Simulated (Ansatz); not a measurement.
**Question.** Predict a relaxed structure of Ga₃H₂, charge 0, doublet, at r2SCAN-D4/def2-SVP (Ansatz).

**Answer.** 
```xyz
5

Ga   -1.1545    0.2373   -0.6835
Ga   -1.0992   -0.0308    1.7289
Ga    1.1130   -0.2385    0.7499
H     2.6570   -0.4235    0.4204
H    -1.5163    0.4554   -2.2157
```
Point group C2v (tolerance 0.1 Å). This is one stationary point.

The structure comes from a short search, and lower isomers may exist.
